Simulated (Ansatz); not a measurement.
```yaml
crystal:
  periodic: [false, false, false]
  atoms:
    - {symbol: B, position_ang: [-1.121596, 1.614750, 0.162287]}
    - {symbol: S, position_ang: [-1.198250, 0.120468, 0.703439]}
    - {symbol: C, position_ang: [0.444294, -0.785964, 0.538175]}
    - {symbol: N, position_ang: [0.810433, -0.891730, -0.889785]}
    - {symbol: H, position_ang: [-2.042595, 2.361233, 0.015568]}
    - {symbol: H, position_ang: [-0.271887, 2.079119, -0.334185]}
    - {symbol: H, position_ang: [0.399567, -1.624702, 1.246267]}
    - {symbol: H, position_ang: [1.132217, 0.048382, 0.953136]}
    - {symbol: H, position_ang: [0.172309, -1.705612, -1.277217]}
    - {symbol: H, position_ang: [1.763080, -1.245037, -0.833030]}
basis:
  gaussian: {orbitals: "6-31++G**", point_charges: [{charge: -1.00, position_ang: [6.558, -0.897, -0.001]}]}
hamiltonian: {xc: {name: HF}}
correlation: {method: mp2, frozen_orbitals: {B: 0}}
accuracy: high
output: {forces: true}
```

```sh
$ ansatz run in.yaml --threads 2 --pin off --events-out ev --progress --plain --max-ram 4352MiB
```

Task: How does Ansatz answer? (An estimate is asked.)

Result: The calculation gave: The input was rejected before any iteration.
```
Functional definition: HF
Error: "frozen_orbitals" has no count for S
```
